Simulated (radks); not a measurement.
Values are calculated unless marked as measured or tabulated.
Q: The mean radii <r> (bohr) of the occupied orbitals of an atom or ion are listed with their occupations. Level of theory: scalar-relativistic Kohn-Sham, LB94 model potential, spin-polarised, spherical densities, finite nucleus; Fermi nuclear charge, rms radius of each element as measured or else 0.836 A^(1/3) + 0.57 fm (a radial shooting solver on a logarithmic mesh with Libxc functionals).

| orbital | occ. | <r> |
|---|---|---|
| 1s down | 1 | 0.05831 |
| 1s up | 1 | 0.05832 |
| 2s up | 1 | 0.2652 |
| 2s down | 1 | 0.2653 |
| 2p up | 3 | 0.2336 |
| 2p down | 3 | 0.2338 |
| 3s up | 1 | 0.7391 |
| 3s down | 1 | 0.7385 |
| 3p up | 3 | 0.7460 |
| 3p down | 2 | 0.7452 |

Name the element and its charge. Open shells, if any, are filled with parallel spins first.

A: Z = 26, iron, charge +9: Fe9+ in [Ne] 3s2 3p5. The 1s radius gives Z: for a bare nucleus <r> = (2 gamma + 1)/(2Z) with gamma = sqrt(1 - (Z/c)^2), 0.05699 bohr for Z = 26, and screening makes it slightly larger (0.05831 here). The occupations add up to 17, and the charge is Z minus that.
